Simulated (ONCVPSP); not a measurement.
**u(r) = r·R(r): atom against pseudo-atom (He (Z = 2))**

Columns: radius, all-electron u(r) and pseudo u(r) of the 1s shell (level -39.13 eV) of helium in the configuration 1s1; PBE, scalar-relativistic, ONCV scheme, ONCVPSP 4.0.1.

```
r (bohr)  all-electron  pseudo
   0.020        0.1066  0.0907
   0.040        0.2047  0.1802
   0.060        0.2947  0.2673
   0.080        0.3773  0.3510
   0.100        0.4529  0.4306
   0.120        0.5219  0.5051
   0.140        0.5847  0.5742
   0.160        0.6417  0.6374
   0.180        0.6934  0.6942
   0.200        0.7400  0.7449
   0.220        0.7819  0.7896
   0.240        0.8193  0.8287
   0.260        0.8526  0.8624
   0.280        0.8819  0.8913
   0.300        0.9078  0.9158
   0.320        0.9303  0.9363
   0.340        0.9498  0.9533
   0.360        0.9663  0.9678
   0.380        0.9800  0.9804
   0.400        0.9913  0.9913
   0.420        1.0004  1.0004
   0.440        1.0073  1.0073
   0.460        1.0121  1.0121
   0.480        1.0151  1.0151
   0.500        1.0164  1.0164
   0.520        1.0162  1.0162
```

**Question.** How many radial nodes do the two functions have?

**Answer.** The all-electron 1s function has n − l − 1 = 0; the pseudo-wave has 0.

**Question.** At about which radius was the pseudo-wave matched?

**Answer.** 0.40 bohr, where the columns begin to agree (steps of 0.02 bohr).

**Question.** Is the pseudo-wave norm-conserving?

**Answer.** Yes: the ONCV scheme keeps the norm inside the radius equal to the all-electron one, which fixes the energy derivative of the logarithmic derivative at the level.
